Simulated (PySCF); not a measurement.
# Working out the ionisation energy of Ba+

Ba+ [Xe] 6s1 (2S) → Ba(2+) [Xe] (1S). Calculation: PySCF 2.14, in x2c-TZVPPall (11s7p6d2f1g, 85 functions); the spin-free X2C one-electron Hamiltonian (Gaussian nucleus). Frozen: [Kr] 4d10. Energies in hartree (1 hartree = 27.21139 eV):

| part | Ba+ (lower) | Ba(2+) (upper) |
| --- | --- | --- |
| UHF | -8131.443991 | -8131.099622 |
| MP2 opposite-spin | -0.122398 | -0.112099 |
| MP2 same-spin | -0.043545 | -0.035023 |

What does Hartree-Fock give?

(-8131.099622) − (-8131.443991) = 0.344369 hartree = 9.371 eV.

What do MP2 and SCS-MP2 (6/5 opposite-spin, 1/3 same-spin) give?

The opposite-spin parts differ by 0.280 eV and the same-spin parts by 0.232 eV. MP2: 9.371 + (0.280) + (0.232) = 9.883 eV. SCS-MP2: 9.371 + 1.2 × (0.280) + (0.232)/3 = 9.784 eV.

Measured between the centres of the two terms (NIST): 10.004 eV, so MP2 (valence and next inner shell) is off by -0.121 eV.

What remains against the reference includes basis incompleteness, the frozen core and correlation beyond second order.
